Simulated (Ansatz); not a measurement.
Mulliken charges of GaH₅Sn, SMILES `[GaH2][SnH3]` from B3LYP/def2-TZVPP in Ansatz (PBE0-D4/def2-TZVP geometry).

| atom | x (Å) | y (Å) | z (Å) | charge (e) |
| --- | --- | --- | --- | --- |
| Ga1 | -0.417 | -1.483 | 0.085 | 0.161 |
| Sn2 | 0.270 | 1.039 | -0.070 | 0.320 |
| H3 | -0.409 | -2.216 | 1.476 | -0.050 |
| H4 | -0.823 | -2.292 | -1.200 | -0.049 |
| H5 | -0.224 | 1.790 | -1.525 | -0.127 |
| H6 | -0.370 | 1.964 | 1.219 | -0.127 |
| H7 | 1.974 | 1.198 | 0.015 | -0.128 |

Question: By hand: the dipole of these point charges (1 e Å = 4.8032 D).

Answer: Σ q r = (-0.097, -0.313, 0.013) e Å, of length 0.328 e Å = 1.58 D.

Question: How does the dipole of the full density compare? (An estimate is asked.)

Answer: Computed: (-0.040, -0.115, 0.003) e Å, 0.59 D; the point charges give 2.68 times that, at 2° from its direction.

Point charges leave out the atoms' own dipoles, such as those of lone pairs, and Mulliken's split depends on the basis, so the two needn't agree.

B3LYP here is the variant with VWN-RPA as its local correlation; programs differ in this.
